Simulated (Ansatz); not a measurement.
Input file for Ansatz (a program for electronic structure): R-r2SCAN/def2-TZVPPD on H2O (SMILES O). The basis file is the Basis Set Exchange's JSON of that set.

Ansatz 0.2 input:
```yaml
crystal:
  periodic: [false, false, false]
  atoms:
    - {symbol: O, position_ang: [-0.00000000, 0.00000000, 0.38961139]}
    - {symbol: H, position_ang: [0.00000000, 0.76498632, -0.19485569]}
    - {symbol: H, position_ang: [0.00000000, -0.76498632, -0.19485569]}
basis:
  gaussian:
    orbitals: def2-TZVPPD.json
hamiltonian:
  xc: {name: r2SCAN}
scf: {lower_state_search: off}
```

Question: Predict the final total energy.

Answer: -76.4255 hartree.
